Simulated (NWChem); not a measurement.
## Basis-set convergence for CH6Hf

```xyz
8

Hf     0.2276     0.0130     0.0000
C     -1.9567    -0.1116     0.0000
H     -2.3253    -0.6500     0.8955
H     -2.3253    -0.6500    -0.8955
H     -2.4118     0.8986     0.0000
H      0.8547    -0.8358     1.5302
H      0.8547    -0.8358    -1.5302
H      0.7026     1.8100     0.0000
```
Charge 0, spin multiplicity 1.

Everything below was run with NWChem. The geometry was optimised at B3LYP/def2-SVP with def2 effective core potentials on Hf, with no frequency check, so it may be a saddle point.

Quantity: dipole moment at the level B3LYP.

Effective core potentials replace the inner electrons of Hf; spin-orbit coupling is left out. B3LYP has NWChem's definition, with VWN1-RPA local correlation. The structure started from a generated list of species.

Costs are rough ratios of processor time within this set of runs, SCF included, with def2-SVP as 1.

```tsv
basis	functions	dipole moment (D)	relative cost
def2-SVP	76	[?]	1
def2-SVPD	103	0.98	under 3
def2-TZVP	107	[?]	under 3
def2-TZVPD	134	0.97	3
def2-TZVPP	171	0.96	6
```

Task: Fill in the missing entries.

Result: 
- def2-SVP, dipole moment (D): 1.12
- def2-TZVP, dipole moment (D): 0.94
